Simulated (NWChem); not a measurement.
**Correlation energy of HBN**

```
B
N 1 1.3082
H 1 1.1834 2 180.00
```
Charge 0, spin multiplicity 2.

The numbers come from NWChem runs, not from measurements. Structure: optimised with UB3LYP/def2-SVP, a minimum by its harmonic frequencies.

Basis set: cc-pVTZ. Each correlation energy counts from its own Hartree-Fock reference.

The correlated methods keep 2 core orbitals frozen. The structure started from a generated list of species. The unpaired electrons of the parent sit in orbitals of symmetry b2 (C2v labels of the run); other states weren't searched. The stability of the SCF solutions was not checked. Open-shell Hartree-Fock references start from PBE0 orbitals. No row is a measurement; the coupled-cluster row has its own basis-set and correlation limits.

Problem. Order these methods by the correlation energy they give, lowest first: URI-MP2, SCS-UMP2, CCSD on ROHF, CCSD[T] on ROHF.

Solution. CCSD[T] on ROHF (-286.2 mHa), CCSD on ROHF (-273.2 mHa), SCS-UMP2 (-249.6 mHa), URI-MP2 (-248.0 mHa)
